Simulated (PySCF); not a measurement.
Steps of a relaxation of [Ta(OH)4]+

[Ta(OH)4]+ (singlet; a saddle point, relaxed within its symmetry). PySCF 2.14.0, RKS PBE, Ta def2-SVP with ECP60, O def2-SVP, H def2-SVP; non-relativistic Hamiltonian with scalar-relativistic core potentials where named; density fitting; no spin-orbit coupling. Origin of the start: template. Columns: position (Å) and force (eV/Å). Energies are counted from the last step; some of the 15 steps are shown. Forces carry noise of the integration grid, about 0.01 to 0.03 eV/Å.

Run from Python with OMP_NUM_THREADS=2. Where DIIS fails, smearing, a level shift and second-order steps follow.
It took 62 s on 2 threads of Arm Neoverse V2, with other jobs on the host, from the converged density of the start.

```xyz
9
step 0  E = 0.499 eV
Ta    0.0000    0.0000   -0.0057     0.00    0.00   -2.12
O     1.8480    0.0000   -0.0057     1.42    0.00    0.77
H     2.7480    0.0000    0.3443     0.55    0.00   -0.24
O     0.0000    1.8480   -0.0057     0.00    1.42    0.77
H     0.0000    2.7480    0.3443     0.00    0.55   -0.24
O    -1.8480    0.0000   -0.0057    -1.42    0.00    0.77
H    -2.7480    0.0000    0.3443    -0.55    0.00   -0.24
O     0.0000   -1.8480   -0.0057     0.00   -1.42    0.77
H     0.0000   -2.7480    0.3443     0.00   -0.55   -0.24
```

```xyz
9
step 5  E = 0.030 eV
Ta    0.0000    0.0000   -0.1738     0.00    0.00   -0.05
O     1.8712    0.0000    0.0646    -0.04    0.00   -0.04
H     2.8094    0.0000    0.3161     0.01    0.00    0.05
O     0.0000    1.8712    0.0646     0.00   -0.04   -0.04
H     0.0000    2.8094    0.3161     0.00    0.01    0.05
O    -1.8712    0.0000    0.0646     0.04    0.00   -0.04
H    -2.8094    0.0000    0.3161    -0.01    0.00    0.05
O     0.0000   -1.8712    0.0646     0.00    0.04   -0.04
H     0.0000   -2.8094    0.3161     0.00   -0.01    0.05
```

```xyz
9
step 9  E = 0.003 eV
Ta    0.0000    0.0000   -0.3249     0.00    0.00   -0.01
O     1.8523    0.0000    0.0119     0.09    0.00   -0.02
H     2.7408    0.0000    0.4066    -0.02    0.00    0.02
O     0.0000    1.8523    0.0119     0.00    0.09   -0.02
H     0.0000    2.7408    0.4066     0.00   -0.02    0.02
O    -1.8523    0.0000    0.0119    -0.09    0.00   -0.02
H    -2.7408    0.0000    0.4066     0.02    0.00    0.02
O     0.0000   -1.8523    0.0119     0.00   -0.09   -0.02
H     0.0000   -2.7408    0.4066     0.00    0.02    0.02
```

Problem. Where does the relaxation end?

Solution. It converges at step 14 in C4v:
```xyz
9
step 14  E = 0
Ta    0.0000    0.0000   -0.3634
O     1.8509    0.0000   -0.0078
H     2.7161    0.0000    0.4359
O     0.0000    1.8509   -0.0078
H     0.0000    2.7161    0.4359
O    -1.8509    0.0000   -0.0078
H    -2.7161    0.0000    0.4359
O     0.0000   -1.8509   -0.0078
H     0.0000   -2.7161    0.4359
```

Problem. How did the contacts change?

Solution. 
```csv
contact,start (Å),end (Å)
Ta1–O2 (OH),1.848,1.885
Ta1–O4 (OH),1.848,1.885
Ta1–O6 (OH),1.848,1.885
Ta1–O8 (OH),1.848,1.885
```
